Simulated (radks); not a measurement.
Values are calculated unless marked as measured or tabulated.
Question: Radial electron density D(r) = 4 pi r^2 rho(r) of an atom or ion with 9 electrons. Level of theory: Dirac Kohn-Sham, PBE, spin-unpolarised, spherical densities, point nucleus (a radial shooting solver on a logarithmic mesh with Libxc functionals).

r (bohr)   D(r) (e/bohr)
0.0009653          4.989
0.001097           6.119
0.001257           7.580
0.00144            9.361
0.00165            11.52
0.00189            14.11
0.002148           17.01
0.002461           20.64
0.00282            24.89
0.00323            29.79
0.003701           35.37
0.00424            41.61
0.004819           48.00
0.005521           55.23
0.006326           62.67
0.007247           70.00
0.008303           76.79
0.009437           82.27
0.01081            86.59
0.01239            88.89
0.01419            88.83
0.01626            86.31
0.01848            81.95
0.02117            75.89
0.02426            69.48
0.02779            64.12
0.03184            61.12
0.03618            61.23
0.04146            64.38
0.0475             69.49
0.05441            74.37
0.06234            76.40
0.07142            73.49
0.08118            65.59
0.093              52.77
0.1066             37.89
0.1221             23.94
0.1399             13.06
0.159              6.307
0.1821             2.372
0.2086            0.7646
0.239             0.4173
0.2739            0.4114
0.3113            0.2370
0.3566           0.01079
0.4086            0.1924
0.4681            0.5310
0.5363            0.3074
0.6095          0.006371
0.6983            0.4673
0.8               0.7699
0.9166            0.1406
1.05              0.2748
1.203              1.373
1.367              1.522
1.567             0.7332
1.795             0.1704
2.056            0.01912
2.356          0.0009962

What is the nuclear charge?

Answer: Z = 68. The innermost maximum, from 1s, lies near gamma/Z bohr with gamma = sqrt(1 - (Z/c)^2) = 0.868, here 0.0128 bohr (found: 0.0132), and its height grows with Z. The density is that of the erbium ion Er59+ in [He] 2s2 2p4 7p1; the configuration itself is not fixed sharply by these data, and Z only to a few units. D(r) has 6 maxima, at r = 0.0132, 0.0618, 0.263, 0.479, 0.775, 1.30 bohr, and minima at 0.0337, 0.245, 0.362, 0.609, 0.969 bohr, inside which lie 2.23, 8.02, 8.05, 8.12, 8.27 electrons.
